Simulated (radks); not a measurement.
Er, configuration [Xe] 4f12 6s2. Method: Dirac Kohn-Sham, BLYP, spin-unpolarised, spherical densities, point nucleus; open shells fill j = l - 1/2 first; computed with a radial shooting solver on a logarithmic mesh with Libxc functionals.

Normalised radial functions P(r) = r R(r) (large component), r in bohr:

```
   r/bohr * 5s1/2, o 5p1/2, + 4f5/2 (the largest magnitude, 1.12, reaches the edge; | marks zero, & curves that meet)
 0.003003                             &  *
 0.004776                             +o *
 0.007595                             +o  *
  0.01218                             + o *
  0.01937                             + * o
   0.0308                           * +    o
  0.04938                       *     +    o
  0.07853                         *   |&
   0.1249                       o     |   + *
   0.1986                       o     |       *   +
   0.3185                    *        |       o             +
   0.5065                    *        |       o                  +
   0.8056                o            |                *    +
    1.291      o                      |            +          *
    2.054                o            |     +  *
    3.267                          o  |*+
    5.195                             &+
    8.329                             &
    13.25                             &
```

5s1/2: eigenvalue -51.526 eV, 4 radial nodes at r = 0.0246, 0.0976, 0.255, 0.603 bohr, <r> = 1.25 bohr, 90 % of the charge inside 1.82 bohr. 5p1/2: eigenvalue -29.964 eV, 3 radial nodes at r = 0.0828, 0.246, 0.621 bohr, <r> = 1.42 bohr, 90 % of the charge inside 2.10 bohr. 4f5/2: eigenvalue -3.461 eV, 0 radial nodes, <r> = 0.823 bohr, 90 % of the charge inside 1.44 bohr.
